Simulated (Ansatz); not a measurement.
System (SMILES): [AlH] (AlH) (closed-shell singlet).
Geometry (B3LYP-D3(BJ)/def2-TZVP, fixed):
```
Al
H 1 1.6619
```
Charge 0, spin multiplicity 1.

Basis-set convergence of the dipole moment at PBE0 with Ansatz (a first-principles code). Dipoles come from the density behind the forces; the sign is taken along the dipole that this method gives in the largest set. Cartesian d functions, on some or all atoms, in 6-31G*, 6-311G**; all else is spherical. The program fits the integrals of some runs and decomposes those of others, by size. No added dispersion term, no relativity. Reference: the value in aug-cc-pV(5+d)Z, 0.108 D. Deviations are taken from unrounded values.

```csv
basis,functions,dipole moment (D),minus reference (D)
3-21G,15,-0.542,-0.649
pcseg-0,15,-0.062,-0.169
def2-SV(P),20,-0.109,-0.216
6-31G*,21,-0.321,-0.428
def2-SVP,23,-0.116,-0.224
pcseg-1,23,-0.151,-0.258
cc-pV(D+d)Z,28,-0.050,-0.158
6-311G**,33,0.031,-0.077
cc-pV(5+d)Z,155,0.102,-0.006
```

Of the sets listed that have larger relatives (same family, alike in diffuse functions), none stays within 0.1 D of the reference together with them. Inside, with no larger relative to test it: 6-311G**, cc-pV(5+d)Z.
